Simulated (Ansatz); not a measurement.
`F[SiH2]S[SiH2]F` → `F[SiH2][S]`• + `F[SiH2]`• at 700 K and 1 bar (homolysis of the S–Si bond).

Isolated molecules relaxed with PBE0-D4/def2-TZVP in Ansatz; ΔE leaves out vibrations. CBS: MP2 limit from def2 TZ/QZ plus the TZ coupled-cluster correction, frozen cores. This one scheme is used for every species. No spin–orbit coupling; open shells (•) take unrestricted orbitals. One conformer a species, not always the lowest.

| species | CCSD(T)/CBS energy (Eh) | H − E (kJ/mol) | S (J/(mol·K)) |
| --- | --- | --- | --- |
| `F[SiH2]S[SiH2]F` | -1178.10660 | 192.2 | 483.3 |
| `F[SiH2][S]`• | -787.88738 | 97.9 | 353.0 |
| `F[SiH2]`• | -390.06414 | 78.8 | 295.7 |

H − E and S are ideal-gas, rigid-rotor, harmonic terms from PBE0-D4/def2-TZVP, for one conformer and one mirror image of each species, with the whole ground term of open shells counted as degenerate. 1 Eh = 2625.50 kJ/mol, R = 8.31446 J/(mol·K).

Problem. By hand: ΔE, ΔH, ΔS and ΔG.

Solution. ΔE = (-787.88738) + (-390.06414) − (-1178.10660) = 0.15508 Eh = 407.2 kJ/mol. Δ(H − E) = 97.9 + 78.8 − 192.2 = -15.5, so ΔH = 391.7 kJ/mol. ΔS = 353.0 + 295.7 − 483.3 = 165.4 J/(mol·K). ΔG = 391.7 − 700 × (165.4)/1000 = 275.9 kJ/mol.

Problem. By hand: the equilibrium constant, and the temperature at which ΔG would vanish if ΔH and ΔS stayed fixed.

Solution. log₁₀ K = −ΔG/(RT ln 10) = -20.6. ΔG = 0 at ΔH/ΔS = 2368 K.

The number of gas molecules changes by +1, which sets the sign of ΔS. A doubt of 5 kJ/mol in ΔE shifts log₁₀ K by 0.4 here. Other conformers and mirror images would add mixing entropy, several J/(mol·K) or more a flexible species. Modes under 60 cm⁻¹, often nearly free rotors, make the harmonic entropy too high. These are equilibria of isolated gas molecules and say nothing of rates. Largest T1 diagnostic: 0.014 (customary marks: 0.02 for closed shells, 0.045 for open ones).
